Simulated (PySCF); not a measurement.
## Stretching RbBa

Set-up: PySCF, spin-free X2C with a Gaussian nucleus, basis sets Rb x2c-TZVPall, Ba x2c-TZVPall. Energies in eV from Rb + Ba in their ground configurations at the same level. State: ²Σ⁺ (doublet), unpaired electrons σ ↑.

All columns are PBE0. A positive dipole means Rb(−)Ba(+).

```tsv
R (Å)	E (eV)	μ (D)	Mulliken charge on Rb (basis-dependent)	HOMO (eV)	LUMO (eV)	Mayer bond order	⟨S²⟩
4.086	-0.124	-1.47	0.09	-2.64	-1.39	0.69	0.76
4.276	-0.193	-1.66	0.08	-2.66	-1.41	0.66	0.76
4.466	-0.230	-1.79	0.08	-2.68	-1.44	0.62	0.76
4.609	-0.242	-1.87	0.08	-2.70	-1.46	0.59	0.76
4.751	-0.245	-1.92	0.08	-2.71	-1.47	0.56	0.76
4.894	-0.241	-1.95	0.09	-2.73	-1.48	0.52	0.76
5.084	-0.228	-1.96	0.09	-2.75	-1.50	0.47	0.76
5.321	-0.204	-1.94	0.10	-2.78	-1.50	0.41	0.76
5.606	-0.172	-1.86	0.10	-2.81	-1.51	0.34	0.76
5.986	-0.129	-1.67	0.09	-2.84	-1.49	0.27	0.76
```

A fit through these points gives, at Re = 4.732 Å, μ = -1.91 D and dμ/dR = -0.302 D/Å; the reduced mass is 52.55 u.

**Question.** How strong is the fundamental in the double-harmonic approximation, I = 42.26·(dμ/dR)²/μred km/mol?

**Answer.** I = 42.26·(-0.302)²/52.55 = 0.0733 km/mol at PBE0.

The bond is weak. Basis-set superposition, not corrected here, can be much of De in a small basis, most of all at correlated wavefunction levels. Functionals without a dispersion term scatter widely for such bonds, and LDA overbinds them. Spin–orbit coupling is left out. The state was picked by a PBE0 search and need not be the measured ground state.
